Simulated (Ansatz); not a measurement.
`CC[N](C)[Sn]([Cl])([Cl])[Cl]`, 16 atoms. The species carries charge 0 and has multiplicity 1. Correlated methods include outer-core shells of Sn, which these sets cover unevenly. Sn takes the def2 core potential. All runs use 5 threads of an AMD EPYC 7R13 on a shared host and a share of an NVIDIA H100 80 GB. Correlated methods freeze the cores. Open-shell runs search over several starts.

(1) Give the basis size and wall time and peak host memory of each of these runs in Ansatz. UKS r2SCAN-D4/def2-TZVPP energy of the cation; RKS PBE0-D4/def2-TZVP relaxation (12 steps); RKS BHLYP-D4/def2-TZVPP energy; RHF-MP2/def2-QZVPP energy; UHF-CCSD(T)/def2-TZVPP energy of the cation; RKS ωB97M-V/def2-QZVPP energy; UKS ωB97X-V/def2-TZVPP energy of the cation; RKS PBE-D4/def2-TZVPP energy and forces; UKS B3LYP-D4/def2-TZVPP energy of the cation; RKS PBE0-D4/def2-QZVPP energy; RKS PBE0-D4/def2-TZVP frequencies; UKS ωB97M-V/def2-TZVPP energy of the cation. (An estimate is asked.)

Results:

(1) Computed: Other jobs shared the machine, so times are rough.

```
                   level                    job  functions  wall time  peak host memory (GiB)
   RKS PBE-D4/def2-TZVPP      energy and forces        412        7 s                    0.93
 UKS B3LYP-D4/def2-TZVPP   energy of the cation        412      7.5 s                       1
  RKS ωB97M-V/def2-QZVPP                 energy        760      9.6 s                     1.5
  RKS PBE0-D4/def2-QZVPP                 energy        760       10 s                     1.3
  UKS ωB97X-V/def2-TZVPP   energy of the cation        412       10 s                     1.2
 RKS BHLYP-D4/def2-TZVPP                 energy        412       11 s                    0.93
  UKS ωB97M-V/def2-TZVPP   energy of the cation        412       12 s                     1.3
UKS r2SCAN-D4/def2-TZVPP   energy of the cation        412       14 s                     1.1
      RHF-MP2/def2-QZVPP                 energy        760       16 s                     1.4
   RKS PBE0-D4/def2-TZVP  relaxation (12 steps)        333       54 s                     1.1
   RKS PBE0-D4/def2-TZVP            frequencies        333    4.7 min                     1.1
  UHF-CCSD(T)/def2-TZVPP   energy of the cation        412    6.6 min                       2
```

B3LYP here is the variant with VWN-RPA as its local correlation; programs differ in this.
